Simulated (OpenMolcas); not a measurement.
Nb3+ (d2) in a complex was computed by SS-CASPT2, IPEA 0.25 Eh, imaginary shift 0.1 Eh with the d shell active (OpenMolcas, ANO-RCC-VTZP on the metal). Its lowest spin-free states, and all those of the highest spin:

```tsv
2S+1	Degeneracy	E (cm-1)
3	2	0
1	1	1770
3	1	2390
1	1	4700
1	2	5530
3	1	5560
3	2	11080
1	1	11560
1	1	12130
1	1	15420
1	2	16720
1	1	28210
3	1	28650
3	2	37300
3	1	46770
```

Q: Is the site octahedral, tetrahedral or cube-like, axial, or of lower symmetry?

A: The states with 2S+1 = 3 have orbital degeneracies 2, 1, 1, 2, 1, 2, 1. There are pairs but no triples, so the site is axial: not cubic, but with a proper or improper axis of order three or more. The run had Nb3+ with 4 ligands (chloride) in square-planar coordination (D4h) at 2.35 Å. A charge of +0.25 e stands 2.8 Å behind each ligand. Ligand basis ANO-RCC-VDZP.

Over all roots computed the reference weight is 0.72 to 0.73; a low but even weight reflects the number of correlated electrons. An orbital doublet at a regular site is open to a Jahn-Teller distortion, which this geometry leaves out. The least metal-like active orbital is 72 % on the metal (Löwdin) and no ligand orbital is active, so the numbers are rough. Ligand-to-metal charge-transfer states are missing. With no ligand orbital active B as a rule stays too high, so bands that hang on it stand too high and its fall with covalency is understated. No measured value stands beside these numbers; the geometry is a model, was not optimised and need not be the one that this ion takes.
